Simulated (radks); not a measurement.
Values are calculated unless marked as measured or tabulated.
Question: Ionisation of the hafnium ion Hf68+, [He] 2s2, to Hf69+, [He] 2s1, under several functionals. Scalar-relativistic Kohn-Sham, spin-polarised, spherical densities, point nucleus; open shells are filled with parallel spins first (spin-orbit coupling, left out, can overturn this in heavy ions); a radial shooting solver on a logarithmic mesh with Libxc functionals. Known Delta-SCF values: OLYP 18221.0 eV; B86b exchange with PBE correlation 18226.1 eV; PW91 18226.1 eV. What does Wu-Cohen GGA give, and what is its highest occupied eigenvalue?

Answer: 18220.5 eV by Delta-SCF; the 2s eigenvalue is -18099.8 eV. NIST: 18180 eV (theoretical).
